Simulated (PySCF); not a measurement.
Compound: C8H14.
Numbering: `[CH2:1]=[CH:2]/[CH:3]=[CH:4]/[C:5]([CH3:6])([CH3:7])[CH3:8]` (hydrogens: H9, H10 on C1; H11 on C2; H12 on C3; H13 on C4; H14, H15, H16 on C6; H17, H18, H19 on C7; H20, H21, H22 on C8)

The same species was optimised twice, with GFN2-xTB and with PBE0-D3(BJ)/def2-SVP (PySCF), and the same property calculations (PySCF, gas phase) were run on both structures.

```json
{"coordinate": "C1=C2 (Å)", "GFN2-xTB": "1.329", "PBE0-D3(BJ)/def2-SVP": "1.341", "change": "+0.012"}
{"coordinate": "C3=C4 (Å)", "GFN2-xTB": "1.332", "PBE0-D3(BJ)/def2-SVP": "1.343", "change": "+0.011"}
{"coordinate": "C2–C3 (Å)", "GFN2-xTB": "1.446", "PBE0-D3(BJ)/def2-SVP": "1.454", "change": "+0.008"}
{"coordinate": "C4–C5 (Å)", "GFN2-xTB": "1.503", "PBE0-D3(BJ)/def2-SVP": "1.508", "change": "+0.005"}
{"coordinate": "C5–C8 (Å)", "GFN2-xTB": "1.528", "PBE0-D3(BJ)/def2-SVP": "1.527", "change": "-0.001"}
{"coordinate": "C5–C6 (Å)", "GFN2-xTB": "1.535", "PBE0-D3(BJ)/def2-SVP": "1.536", "change": "+0.001"}
{"coordinate": "C5–C7 (Å)", "GFN2-xTB": "1.535", "PBE0-D3(BJ)/def2-SVP": "1.536", "change": "+0.001"}
{"coordinate": "C2–C3–C4 (°)", "GFN2-xTB": "122.9", "PBE0-D3(BJ)/def2-SVP": "123.7", "change": "+0.8"}
{"coordinate": "C1–C2–C3 (°)", "GFN2-xTB": "123.9", "PBE0-D3(BJ)/def2-SVP": "124.6", "change": "+0.7"}
{"coordinate": "C4–C5–C8 (°)", "GFN2-xTB": "112.9", "PBE0-D3(BJ)/def2-SVP": "112.5", "change": "-0.4"}
{"coordinate": "C6–C5–C8 (°)", "GFN2-xTB": "109.3", "PBE0-D3(BJ)/def2-SVP": "109.5", "change": "+0.2"}
{"coordinate": "C7–C5–C8 (°)", "GFN2-xTB": "109.3", "PBE0-D3(BJ)/def2-SVP": "109.5", "change": "+0.2"}
{"coordinate": "C4–C5–C7 (°)", "GFN2-xTB": "108.0", "PBE0-D3(BJ)/def2-SVP": "108.2", "change": "+0.2"}
{"coordinate": "C6–C5–C7 (°)", "GFN2-xTB": "109.2", "PBE0-D3(BJ)/def2-SVP": "109.1", "change": "-0.1"}
{"coordinate": "C4–C5–C6 (°)", "GFN2-xTB": "108.0", "PBE0-D3(BJ)/def2-SVP": "108.1", "change": "+0.1"}
{"coordinate": "C1–C2–C3–C4 (°)", "GFN2-xTB": "180", "PBE0-D3(BJ)/def2-SVP": "180", "change": "0"}
{"coordinate": "C3–C4–C5–C6 (°)", "GFN2-xTB": "121", "PBE0-D3(BJ)/def2-SVP": "121", "change": "0"}
```

Rotational constants: A = 4162, B = 941.9, C = 922.2 MHz (GFN2-xTB) against A = 4142, B = 930.1, C = 910.6 MHz (PBE0-D3(BJ)/def2-SVP). Point groups within 0.08 Å: Cs and Cs.

On the GFN2-xTB structure: HOMO (eV) -6.48 [PBE0/pcSseg-1]; LUMO (eV) -0.53 [PBE0/pcSseg-1]; dipole (D) 0.66 [PBE0/pcSseg-1]; GIAO shielding of C1 (ppm) 65.2 [PBE0/pcSseg-1]; GIAO shielding of C2 (ppm) 40.3 [PBE0/pcSseg-1]; GIAO shielding of C3 (ppm) 53.4 [PBE0/pcSseg-1]; GIAO shielding of C4 (ppm) 31.3 [PBE0/pcSseg-1]; GIAO shielding of C5 (ppm) 150.8 [PBE0/pcSseg-1]; GIAO shielding of C6/C7/C8 (mean) (ppm) 156.0 [PBE0/pcSseg-1].

Question: What do these properties become on the PBE0-D3(BJ)/def2-SVP structure?

Answer: 
| property | level | on GFN2-xTB | on PBE0-D3(BJ)/def2-SVP | change |
| --- | --- | --- | --- | --- |
| HOMO (eV) | PBE0/pcSseg-1 | -6.48 | -6.47 | +0.01 |
| LUMO (eV) | PBE0/pcSseg-1 | -0.53 | -0.62 | -0.09 |
| dipole (D) | PBE0/pcSseg-1 | 0.66 | 0.67 | +0.01 |
| energy, GFN2-xTB geometry as zero (kcal/mol) | PBE0/pcSseg-1 | 0.0 | -0.6 | -0.6 |
| GIAO shielding of C1 (ppm) | PBE0/pcSseg-1 | 65.2 | 61.9 | -3.3 |
| GIAO shielding of C2 (ppm) | PBE0/pcSseg-1 | 40.3 | 38.3 | -2.0 |
| GIAO shielding of C3 (ppm) | PBE0/pcSseg-1 | 53.4 | 51.0 | -2.4 |
| GIAO shielding of C4 (ppm) | PBE0/pcSseg-1 | 31.3 | 29.1 | -2.2 |
| GIAO shielding of C5 (ppm) | PBE0/pcSseg-1 | 150.8 | 150.2 | -0.6 |
| GIAO shielding of C6/C7/C8 (mean) (ppm) | PBE0/pcSseg-1 | 156.0 | 153.8 | -2.2 |

The heavy atoms differ by 0.016 Å rms after alignment. Among bonds between heavy atoms C1=C2 and C3=C4 change most and about equally (+0.011 to +0.012 Å). Changes are differences of the printed values. Neither structure is proved a minimum here.

The values belong to the conformer `[CH2:1]=[CH:2]/[CH:3]=[CH:4]/[C:5]([CH3:6])([CH3:7])[CH3:8]`: C1–C2–C3–C4 180°, C3–C4–C5–C6 121°.
